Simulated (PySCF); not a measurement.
Constitutional and geometric isomers with formula C2H4S3. Isolated molecules, 0 K electronic values unless said otherwise. One relaxed conformer stands for each flexible species; it need not be the lowest. Strings in code marks are SMILES.

Level of theory: PySCF with ωB97X-D3(BJ)/def2-TZVP // PBE0-D3(BJ)/def2-TZVP. All candidates: neutral, multiplicity 1. Excitations are Tamm–Dancoff values on a coarser integration grid. The basis has no diffuse functions, so Rydberg states are missing or too high.

The HOMO–LUMO gap is 10.36 eV and the HOMO comes out as -9.05 eV. The S1 excitation (TDA) is 5.02 eV.

Identify which member has these values.
A. `SC1SCS1` (H–S–C–S torsion 94°)
B. `S=C(S)CS`
C. `C=C(S)SS`
D. `S/C=C/SS`

C, `C=C(S)SS`. The others give `S=C(S)CS`: 8.77 eV, -9.11 eV, 2.76 eV; `S/C=C/SS`: 9.74 eV, -8.73 eV, 4.72 eV; `SC1SCS1` (H–S–C–S torsion 94°): 10.13 eV, -9.23 eV, 4.28 eV
